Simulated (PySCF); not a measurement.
**Correlation energy of Hf²⁺ (hafnium, charge +2)**

[Xe] 4f14 5d1 6s1, high-spin 3D determinant (an excited configuration). Calculation: PySCF 2.14, in aug-cc-pVDZ-PP with ECP60MDF; scalar relativity through the core potential. Frozen: 5s2 5p6; 2 electrons correlated.

With two correlated electrons CCSD is exact within the correlated space (frozen core and kept virtual orbitals).

```tsv
level	correlation energy (mhartree)
CCSD	-4.34
```

Diagnostics: T1 = 0.019, D1 = 0.0384, largest double amplitude 0.024.

Spin-orbit coupling, absent here, splits the open shell strongly.

Cost of the coupled-cluster step: of the order of 1.6 core-seconds, for 2 correlated electrons.
